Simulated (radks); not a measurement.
All-electron atom: Cr I in [Ar] 3d5 4s1.

All-electron calculation, scalar-relativistic Kohn-Sham, AM05, spin-polarised, spherical densities, finite nucleus; open shells are filled with parallel spins first; Fermi nuclear charge, rms radius 3.6452 fm. Program: a radial shooting solver on a logarithmic mesh with Libxc functionals.

Energy parts (eV):
| part | energy |
|---|---|
| total | -28540.189 |
| kinetic | 28818.219 |
| electron-nucleus | -68183.141 |
| Hartree | 12101.840 |
| exchange-correlation | -1277.107 |

Orbitals (lengths in bohr, moments of r in powers of bohr; <r^-3> diverges for s and p1/2):
| orbital | occ. | eigenvalue (eV) | <r^-3> | <1/r> |
|---|---|---|---|---|
| 1s up | 1 | -5866.426 | - | 23.85 |
| 1s down | 1 | -5866.407 | - | 23.85 |
| 2s up | 1 | -665.0453 | - | 5.038 |
| 2s down | 1 | -663.3483 | - | 5.048 |
| 2p up | 3 | -559.2318 | 360.5 | 4.944 |
| 2p down | 3 | -557.9319 | 361.8 | 4.952 |
| 3s up | 1 | -74.3814 | - | 1.566 |
| 3s down | 1 | -70.1133 | - | 1.561 |
| 3p up | 3 | -46.0566 | 43.06 | 1.425 |
| 3p down | 3 | -41.7957 | 42.58 | 1.420 |
| 3d up | 5 | -3.7411 | 2.872 | 0.9763 |
| 4s up | 1 | -4.4947 | - | 0.3939 |
| 4p up | 0 | -1.1704 | 1.377 | 0.2699 |

The highest occupied level is 3d up at -3.741 eV. The spin density at the nucleus is 3.113 e/bohr^3 (1s 0.005, 2s -1.823, 3s 0.629, 4s 4.301). The density falls to 0.001 e/bohr^3 at r = 4.40 bohr. Summed over all electrons, <r^2> = 37.22 bohr^2, which gives a Langevin (diamagnetic) susceptibility term of -29.5 x 10^-6 cm^3/mol. The electron density at the nucleus is 1.146e+04 e/bohr^3 (large components only).
